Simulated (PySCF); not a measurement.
# The first ionisation energy along the 4p block

All values are computed (PySCF 2.14, energy differences of UHF-based or UKS calculations, no spin-orbit coupling). Values in eV. The last column holds reference values (NIST; (s) semi-empirical, (t) theoretical, else measured). Unmarked ones compare directly (S terms, centres of terms, or small fine structure); those marked * lie between the lowest fine-structure levels and include a spin-orbit shift.

```csv
element,configurations,UHF,MP2 (valence),SCS-MP2 (valence),CCSD (valence),CCSD(T) (valence),MN15,reference
"Ga (cc-pVTZ-PP with ECP10MDF, ECP)",[Ar] 3d10 4s2 4p1 → [Ar] 3d10 4s2,5.532,5.738,5.720,5.797,5.821,5.818,5.931
"Ge (cc-pVTZ-PP with ECP10MDF, ECP)",[Ar] 3d10 4s2 4p2 → [Ar] 3d10 4s2 4p1,7.408,7.751,7.676,7.778,7.805,7.769,7.925
"As (cc-pVTZ-PP with ECP10MDF, ECP)",[Ar] 3d10 4s2 4p3 → [Ar] 3d10 4s2 4p2,9.424,9.897,9.751,9.863,9.895,9.769,10.008
"Se (cc-pVTZ-PP with ECP10MDF, ECP)",[Ar] 3d10 4s2 4p4 → [Ar] 3d10 4s2 4p3,8.549,9.218,9.283,9.331,9.359,9.354,9.635
"Br (cc-pVTZ-PP with ECP10MDF, ECP)",[Ar] 3d10 4s2 4p5 → [Ar] 3d10 4s2 4p4,10.741,11.551,11.550,11.552,11.585,11.551,11.844
"Kr (cc-pVTZ-PP with ECP10MDF, ECP)",[Kr] → [Ar] 3d10 4s2 4p5,13.099,14.025,13.941,13.907,13.942,n/a,14.222
```

**Question.** Which of these methods has the smallest mean absolute error against the measured values here?

**Answer.** CCSD(T) (valence), with 0.193 eV.

| method | elements | mean error (eV) | mean absolute error (eV) | largest error (eV) |
| --- | --- | --- | --- | --- |
| UHF | 6 | -0.802 | 0.802 | -1.123 |
| MP2 (valence) | 6 | -0.231 | 0.231 | -0.418 |
| SCS-MP2 (valence) | 6 | -0.274 | 0.274 | -0.352 |
| CCSD (valence) | 6 | -0.223 | 0.223 | -0.315 |
| CCSD(T) (valence) | 6 | -0.193 | 0.193 | -0.279 |
| MN15 | 5 | -0.216 | 0.216 | -0.293 |

Errors include the incompleteness of the basis and the frozen core.

"Valence" correlates the outer s and p shells and, in groups 3 to 12 and the f block, the outer d or f shell, open or full, or the next shell where the ion has no valence electron left; the wider scheme adds the next inner shell.
